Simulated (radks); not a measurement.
All-electron atom: the rubidium ion Rb8+ in [Ar] 3d10 4s1 (the NIST ground configuration).

All-electron calculation, scalar-relativistic Kohn-Sham, PBEsol, spin-polarised, spherical densities, finite nucleus; open shells are filled with parallel spins first (spin-orbit coupling, left out, can overturn this in heavy ions); Fermi nuclear charge, rms radius 4.2036 fm. Program: a radial shooting solver on a logarithmic mesh with Libxc functionals.

Energy parts (eV):
total: -80564.508
kinetic: 82517.741
electron-nucleus: -190290.157
Hartree: 29791.574
exchange-correlation: -2583.666

Orbitals (lengths in bohr, moments of r in powers of bohr; <r^-3> diverges for s and p1/2; r(90%) holds 90 % of the orbital's charge):
| orbital | occ. | eigenvalue (eV) | <r^4> | <r^-3> | r(90%) |
|---|---|---|---|---|---|
| 1s up | 1 | -15161.09 | 0.00001236 | - | 0.0721 |
| 1s down | 1 | -15160.89 | 0.00001236 | - | 0.0721 |
| 2s up | 1 | -2141.603 | 0.002401 | - | 0.275 |
| 2s down | 1 | -2141.474 | 0.002401 | - | 0.275 |
| 2p up | 3 | -1914.700 | 0.001730 | 1644 | 0.253 |
| 2p down | 3 | -1914.565 | 0.001730 | 1644 | 0.253 |
| 3s up | 1 | -429.1603 | 0.1381 | - | 0.755 |
| 3s down | 1 | -428.8586 | 0.1373 | - | 0.754 |
| 3p up | 3 | -356.1563 | 0.1589 | 252.1 | 0.783 |
| 3p down | 3 | -355.8155 | 0.1576 | 252.6 | 0.781 |
| 3d up | 5 | -235.1618 | 0.2066 | 31.70 | 0.834 |
| 3d down | 5 | -234.7460 | 0.2023 | 31.83 | 0.830 |
| 4s up | 1 | -143.8935 | 4.325 | - | 1.78 |
| 4s down | 0 | -141.0890 | 4.297 | - | 1.78 |

The highest occupied level is 4s up at -143.89 eV. Spin moment in Bohr magnetons: 1. The spin density at the nucleus is 82.32 e/bohr^3 (1s 0.43, 2s 0.15, 3s -0.40, 4s 82.13).
